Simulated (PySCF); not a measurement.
C10H8S2, SMILES C1SC=CC(C=1)=C1C=CSC=C1.

The structure is a stationary point at B3LYP-D3(BJ)/def2-SVP.

Computed with TDA-PBE/def2-SVP (PySCF).

Vertical excitations. Isolated molecule, no solvent. State labels are in the subgroup D2h.

Computed UV-visible absorptions:
```json
[
 {"state": "S1", "symmetry": "B2u", "energy (eV)": "2.33", "λ (nm)": "531", "f": "0.001", "main pairs": "HOMO→LUMO+1 98 %"},
 {"state": "S2", "symmetry": "B3g", "energy (eV)": "2.89", "λ (nm)": "430", "f": "0.000", "main pairs": "HOMO→LUMO+2 98 %"},
 {"state": "S3", "symmetry": "B1u", "energy (eV)": "3.83", "λ (nm)": "324", "f": "1.431", "main pairs": "HOMO→LUMO 85 %"},
 {"state": "S4", "symmetry": "B1g", "energy (eV)": "4.15", "λ (nm)": "299", "f": "0.000", "main pairs": "HOMO→LUMO+3 100 %"},
 {"state": "S5", "symmetry": "Au", "energy (eV)": "4.52", "λ (nm)": "274", "f": "0.000", "main pairs": "HOMO→LUMO+4 100 %"},
 {"state": "S6", "symmetry": "Ag", "energy (eV)": "4.55", "λ (nm)": "273", "f": "0.000", "main pairs": "HOMO−1→LUMO 63 %, HOMO→LUMO+6 36 %"},
 {"state": "T1", "symmetry": "B1u", "energy (eV)": "1.60", "λ (nm)": "774", "f": "0", "main pairs": "HOMO→LUMO 99 %"},
 {"state": "T2", "symmetry": "B2u", "energy (eV)": "1.98", "λ (nm)": "627", "f": "0", "main pairs": "HOMO→LUMO+1 99 %"}
]
```
Triplets are in the Tamm–Dancoff approximation.
